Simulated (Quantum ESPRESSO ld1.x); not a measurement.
Coulomb parameter of the 5d shell of the rhenium ion Re+ in the model configuration [Xe] 4f14 5d4 6s1 6p1, as a second difference U = [E(n + 0.5) + E(n - 0.5) - 2 E(n)] / (0.5)^2 with all orbitals relaxed. "Bare": the charge of the atom changes with n. "Screened": the 6p shell takes up the change at fixed total charge, which measures U(5d,5d) + U(6p,6p) - 2 U(5d,6p). Method: scalar-relativistic Kohn-Sham, PBEsol, spin-unpolarised, spherical densities, point nucleus; computed with ld1.x of Quantum ESPRESSO 7.5.

case                       configuration  E - E(n) (eV)
start              [Xe] 4f14 5d4 6s1 6p1          0.000
bare +0.5        [Xe] 4f14 5d4.5 6s1 6p1         -6.877
bare -0.5        [Xe] 4f14 5d3.5 6s1 6p1          9.433
screened +0.5  [Xe] 4f14 5d4.5 6s1 6p0.5         -3.719
screened -0.5  [Xe] 4f14 5d3.5 6s1 6p1.5          4.208

U(bare) = 10.223 eV, U(screened by 6p) = 1.958 eV, against the Slater integral F0(5d,5d) = 13.984 eV with frozen orbitals.
